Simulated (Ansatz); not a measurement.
Relaxation of BCl2HO (5 atoms, charge 0, multiplicity 1), to a largest force component of 0.02 eV/Å in at most 40 steps.

The calculation used RKS PBE/6-31G* (Ansatz 0.2.0).

```xyz
5
Properties=species:S:1:pos:R:3:forces:R:3
B 0.000 0.000 0.000 -0.32 -0.06 -0.20
Cl 0.000 0.000 1.860 0.17 -0.07 -1.69
Cl 1.611 0.000 -0.930 -1.63 0.17 1.05
O -1.221 0.000 -0.705 1.37 -1.37 0.87
H -1.731 -0.847 -0.496 0.41 1.32 -0.02
```

Q: Where does it end, and by what steps?

A: The run converged. After 6 steps the energy has fallen by 0.624 eV; H5 moved furthest, 0.43 Å.

| step | energy less start (eV) | largest force component (eV/Å) | accepted |
| --- | --- | --- | --- |
| 0 | 0.0000 | 1.693 | yes |
| 1 | -0.2901 | 2.046 | yes |
| 2 | -0.4620 | 2.200 | yes |
| 3 | -0.6030 | 0.621 | yes |
| 4 | -0.6204 | 0.405 | yes |
| 5 | -0.6235 | 0.078 | yes |
| 6 | -0.6236 | 0.006 | yes |

```xyz
5
Properties=species:S:1:pos:R:3
B 0.039 -0.106 -0.051
Cl -0.052 -0.093 1.727
Cl 1.574 0.194 -0.860
O -1.053 -0.344 -0.818
H -1.849 -0.498 -0.269
```

Run time: 15 s on 1 thread of Arm Neoverse V2 (shared host), peak memory 0.13 GiB.
